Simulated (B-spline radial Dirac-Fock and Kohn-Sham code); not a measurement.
# Elastic and transport cross sections of krypton for positrons

Calculated with a B-spline atomic structure program, using relativistic (Dirac) partial waves in the static field of the Dirac-Fock atom, without polarisation or absorption potentials. Below a few hundred eV the neglected polarisation potential matters, most of all at small angles. σ_tr1 and σ_tr2 weight the cross section with 1 − P₁ and 1 − P₂ of cos θ; "backward" is the share scattered beyond 90°.

```
energy (eV)  σ (a₀²)  σ_tr1 (a₀²)  σ_tr2 (a₀²)  σ/σ_tr1  backward (%)
        150     12.8         2.82         4.95     4.54           5.9
        153     12.7         2.78         4.88     4.58           5.8
        245     10.9         1.89         3.46     5.76           4.3
        516     8.18        0.977         1.85     8.38           2.7
       1400     5.10        0.377        0.742     13.5           1.6
       2110        ?            ?            ?        ?             ?
       5400     2.38       0.0806        0.176     29.6          0.52
       6000     2.23       0.0703        0.154     31.7          0.47
       7740     1.90       0.0502        0.112     37.8          0.37
       9660     1.64       0.0371       0.0840     44.3          0.30
      23200    0.893       0.0103       0.0246     86.9          0.12
      24500    0.858      0.00945       0.0227     90.8          0.12
      29400    0.751      0.00711       0.0172      106         0.094
      51400    0.497      0.00290      0.00725      171         0.049
      71700    0.390      0.00168      0.00427      232         0.033
     124000    0.267     0.000682      0.00178      391         0.016
```

Question: Fill in the row for 2.11 keV.

Answer: σ = 4.10 a₀², σ_tr1 = 0.245 a₀², σ_tr2 = 0.496 a₀², σ/σ_tr1 = 16.7, backward 1.2 %. The ratio σ/σ_tr1 is roughly the number of elastic collisions that randomise the direction.
